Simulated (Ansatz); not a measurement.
Consider the formal exchange of groups at a C–C bond: `CC(C)CO` + `CCO[SiH3]` → `CC(C)O[SiH3]` + `CCCO`.

Isolated molecules relaxed with PBE0-D4/def2-TZVP in Ansatz; ΔE leaves out vibrations. CCSD(T)/CBS is the MP2 limit (def2-TZVPP, def2-QZVPP) plus CCSD(T) − MP2 in def2-TZVPP, frozen cores. DFT in def2-TZVPP. B3LYP here is the variant with VWN-RPA as its local correlation; programs differ in this. One conformer a species, not always the lowest.

```tsv
level	ΔE (kJ/mol)
r2SCAN-D4	-8.7
B3LYP-D4	-9.3
r2SCAN	-8.6
PBE0	-8.2
CCSD/def2-TZVPP	-7.7
HF/def2-QZVPP	-10.2
SCS-MP2/def2-QZVPP	-7.7
MP2/CBS(def2)	-7.5
```

(1) What does CCSD(T)/CBS give? (Best estimate.)

Largest T1 diagnostic among the species: 0.010.

## Answers

(1) Computed: -8.2 kJ/mol. The listed levels differ from it by -0.5, -1.1, -0.4, 0.0, 0.5, -2.0, 0.5, 0.7 kJ/mol.

CCSD(T)/CBS has its own doubt, a few kJ/mol and more with outer-core shells, so smaller differences from it don't rank the levels.
